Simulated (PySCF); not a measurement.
# (MeSi)4S6 adamantane: computed shieldings and shifts

(MeSi)4S6 adamantane, C4H12S6Si4.

Bonds: Si1-C2, Si1-S3, Si1-S9, Si1-S13, S3-Si4, Si4-C5, Si4-S6, Si4-S14, S6-Si7, Si7-C8, Si7-S9, Si7-S10, S10-Si11, Si11-C12, Si11-S13, Si11-S14. C2 carries H15, H16, H17; C5 carries H18, H19, H20; C8 carries H21, H22, H23; C12 carries H24, H25, H26.

GIAO calculations in PySCF on the PBE0-D3(BJ)/def2-SVP structure: isolated species, non-relativistic, equivalent atoms averaged; basis pcSseg-1.

**Question.** Give the isotropic shieldings (ppm) with PBE0, wB97X-D.

**Answer.** 
```tsv
atoms	environment	PBE0	wB97X-D
S3/S6/S9/S10/S13/S14	sulfur bonded to 2 Si	603	610
Si1/Si4/Si7/Si11	silicon bonded to C, 3 S	321.0	317.4
C2/C5/C8/C12	carbon bonded to Si, 3 H	173.0	173.9
H15/H16/H17/H18/H19/H20/H21/H22/H23/H24/H25/H26	hydrogen on a carbon bonded to Si	30.48	30.62
HOMO–LUMO gap (eV)	–	6.16	9.70
```

**Question.** And the chemical shifts, against references computed in the same way?

**Answer.** 
| atoms | nucleus, reference | PBE0 | wB97X-D |
| --- | --- | --- | --- |
| S3/S6/S9/S10/S13/S14 | ³³S, CS2 | -107 | -116 |
| Si1/Si4/Si7/Si11 | ²⁹Si, TMS | 31.0 | 35.5 |
| C2/C5/C8/C12 | ¹³C, TMS | 11.4 | 10.7 |
| H15/H16/H17/H18/H19/H20/H21/H22/H23/H24/H25/H26 | ¹H, TMS | 0.78 | 0.76 |

**Question.** Which part of the shielding of S3/S6/S9/S10/S13/S14 depends on the functional?

**Answer.** Diamagnetic: PBE0 1063, wB97X-D 1064 ppm; paramagnetic: PBE0 -460, wB97X-D -454 ppm. The diamagnetic part, set mainly by inner electrons, hardly moves; the paramagnetic part goes with low-lying magnetically allowed excitations and carries the spread.
